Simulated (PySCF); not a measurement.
# SSe₃: from structure and modes to constants

Method: PySCF, PBE, basis S def2-SVP, Se def2-SVP (no relativity, density fitting).

The singlet minimum has Cs symmetry. Masses (u): S 31.97207, Se 79.91652.

```xyz
4
charge 0 multiplicity 1, angstrom
S    -0.0312   -1.0468    0.0000
Se    1.0615    0.7616   -1.1934
Se   -2.1109   -1.1050    0.0000
Se    1.0615    0.7616    1.1934
```

Harmonic wavenumbers (cm⁻¹): 80.0 (a'', ×1), 115.0 (a', ×1), 202.3 (a'', ×1), 259.2 (a', ×1), 319.0 (a', ×1), 500.7 (a', ×1).

(1) What is the harmonic zero-point energy?

(2) Find the vibrational entropy and heat capacity at 298.15 K.

(3) Give the standard entropy (298.15 K, 1 bar) by its translational, rotational, vibrational and spin parts, and Cp.

## Answers

(1) Half the sum of all 6 wavenumbers, 1476/2 = 738 cm⁻¹, which is 8.8 kJ/mol (1 cm⁻¹ = 0.0119627 kJ/mol).

(2) With u = 1.43878 ω/T, each mode gives S = R[u/(eᵘ−1) − ln(1−e⁻ᵘ)] and C = R u² eᵘ/(eᵘ−1)².
```tsv
ω (cm⁻¹)	u	S (J/(mol K))	C (J/(mol K))
80.0	0.386	16.28	8.21
115.0	0.555	13.32	8.10
202.3	0.976	8.84	7.68
259.2	1.251	6.98	7.31
319.0	1.539	5.50	6.85
500.7	2.416	2.75	5.22
```
The sums over all modes are S = 53.7 and C = 43.4 J/(mol K); the softest mode gives 30 % of the entropy.

(3) Sackur–Tetrode with M = 271.72 u gives 178.8; rotation with symmetry number 1 gives 127.7; vibration 53.7; spin R ln 1 = 0.0. The total is 360.1 J/(mol K), and Cp = 4 R + 43.4 = 76.6 J/(mol K).

This need not be the most stable arrangement of these atoms.
